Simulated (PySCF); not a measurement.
C5H9NSi2.
Cartesian coordinates in Å at the GFN2-xTB level; atoms count from 1:
```xyz
17
C5H9NSi2 angstrom
C     -0.4188    2.9259   -0.9335
C     -0.4672    1.8621   -0.3857
C     -0.5089    0.5510    0.2288
C     -0.4954   -0.5293   -0.8666
Si    -0.9913   -2.2688   -0.2784
Si     0.9461    0.4340    1.4707
C      2.4939    0.4008    0.4258
N      3.4319    0.3674   -0.2309
H     -0.3904    3.8611   -1.4072
H     -1.4513    0.4800    0.7870
H      0.4914   -0.5543   -1.3362
H     -1.1925   -0.2228   -1.6533
H      0.0413   -2.8310    0.5947
H     -1.1803   -3.1253   -1.4478
H     -2.2494   -2.1650    0.4693
H      1.0132    1.6334    2.3068
H      0.9207   -0.8072    2.2464
```

Computed at PBE0/pcSseg-1 (PySCF, non-relativistic), with Q(14N) = 0.02044 b: N8, 14N (I = 1): χzz = -5.570 MHz, η = 0.026.

(1) Find the zero-field quadrupole resonance frequencies of 14N at N8.

Answers

(1) From ν± = (3/4)|χ|(1 ± η/3) and ν0 = |χ|η/2: ν+ 4.213 MHz, ν− 4.141 MHz, ν0 0.072 MHz (cyano nitrogen).

In a crystal, neighbours and librations shift these lines. Isolated species at its GFN2-xTB geometry (one conformer only). GFN2-xTB bond lengths can be off by several hundredths of an ångström, more for odd bonds, and the gradients follow them. With so small a basis the couplings can be 20 % off.
